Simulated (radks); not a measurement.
Values are calculated unless marked as measured or tabulated.
Problem. Pr4+, 55 electrons, occupied as [Xe] 4f1 (the NIST ground configuration). Level of theory: Dirac Kohn-Sham, LDA (Slater exchange, Perdew-Wang correlation), spin-unpolarised, spherical densities, point nucleus; open shells are shared between the two j in proportion to 2j + 1 (a radial shooting solver on a logarithmic mesh with Libxc functionals).

Spin-orbit splittings of the eigenvalues, e(l+1/2) - e(l-1/2), with zeta = 2 splitting/(2l+1) and mean radii in bohr:

shell  occ.  splitting (eV)  zeta (eV)  <r> j=l-1/2  <r> j=l+1/2
2p        6           481.5      321.0      0.08609      0.09240
3p        6           95.31      63.54       0.2620       0.2743
3d       10           20.55      8.220       0.2454       0.2493
4p        6               ?          ?       0.6365       0.6640
4d       10           3.737      1.495       0.7115       0.7210
4f        1          0.4544     0.1298       0.9266       0.9333
5p        6           3.561      2.374        1.563        1.629

Estimate the 4p splitting.

Solution. 20.98 eV (zeta = 13.99 eV).
